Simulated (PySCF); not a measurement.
Two-photon absorption: SMILES C1(Br)=CC=C(N)C=C1, C6H6BrN

Molfile (atoms numbered from 1):
```
C6H6BrN
     RDKit          3D

 14 14  0  0  0  0  0  0  0  0999 V2000
   -2.6944    0.1803    0.1268 N   0  0  0  0  0  0  0  0  0  0  0  0
   -1.3272    0.0336    0.0464 C   0  0  0  0  0  0  0  0  0  0  0  0
   -0.7539   -1.1420   -0.4689 C   0  0  0  0  0  0  0  0  0  0  0  0
    0.6251   -1.3107   -0.5075 C   0  0  0  0  0  0  0  0  0  0  0  0
    1.4636   -0.3048   -0.0308 C   0  0  0  0  0  0  0  0  0  0  0  0
    3.3387   -0.5308   -0.0845 Br  0  0  0  0  0  0  0  0  0  0  0  0
    0.9174    0.8692    0.4839 C   0  0  0  0  0  0  0  0  0  0  0  0
   -0.4620    1.0348    0.5211 C   0  0  0  0  0  0  0  0  0  0  0  0
   -3.2543   -0.4075   -0.4753 H   0  0  0  0  0  0  0  0  0  0  0  0
   -3.0493    1.1220    0.2207 H   0  0  0  0  0  0  0  0  0  0  0  0
   -1.4022   -1.9391   -0.8426 H   0  0  0  0  0  0  0  0  0  0  0  0
    1.0512   -2.2303   -0.9125 H   0  0  0  0  0  0  0  0  0  0  0  0
    1.5723    1.6590    0.8563 H   0  0  0  0  0  0  0  0  0  0  0  0
   -0.8800    1.9586    0.9300 H   0  0  0  0  0  0  0  0  0  0  0  0
  1  2  1  0
  2  3  1  0
  3  4  2  0
  4  5  1  0
  5  6  1  0
  5  7  2  0
  7  8  1  0
  8  2  2  0
  1  9  1  0
  1 10  1  0
  3 11  1  0
  4 12  1  0
  7 13  1  0
  8 14  1  0
M  END
```

Theory: PySCF 2.14.0, TDDFT CAM-B3LYP/aug-cc-pVDZ excited states, vertical, gas phase. Geometry: PBE0-D3(BJ)/def2-SVP.

The calculation is non-relativistic, which matters for the atoms heavier than Zn.

(1) How strongly do the lowest singlets absorb one photon, and two photons of half the energy?

Answers

(1) δ for parallel linear polarisation; σ at the peak of a Lorentzian of half width 0.1 eV, single beam; Ω is circular over linear.
| state | E (eV) | f | photon λ (nm) | δ (au) | σ (GM) | Ω | main |
| --- | --- | --- | --- | --- | --- | --- | --- |
| S1 | 4.61 | 0.031 | 538 | 1.16 | 0.01 | 1.50 | HOMO→LUMO+1 0.79, HOMO→LUMO+2 0.12 |
| S2 | 4.83 | 0.007 | 513 | 52.7 | 0.45 | 1.48 | HOMO→LUMO 0.86 |
| S3 | 5.25 | 0.082 | 472 | 15.2 | 0.15 | 1.38 | HOMO→LUMO+3 0.27, HOMO→LUMO+4 0.25 |
| S4 | 5.34 | 0.177 | 464 | 40.9 | 0.43 | 0.98 | HOMO→LUMO+4 0.56, HOMO→LUMO+5 0.25 |
| S5 | 5.60 | 0.000 | 443 | 4.34 | 0.05 | 1.50 | HOMO→LUMO+2 0.77, HOMO→LUMO+1 0.13 |
| S6 | 5.69 | 0.016 | 436 | 30.6 | 0.36 | 1.25 | HOMO→LUMO+3 0.64, HOMO→LUMO+5 0.14 |

Among these, the strongest one-photon state is S4, the strongest two-photon state S2, with a dipole change of 8.9 D (relaxed, norm of the difference vector).
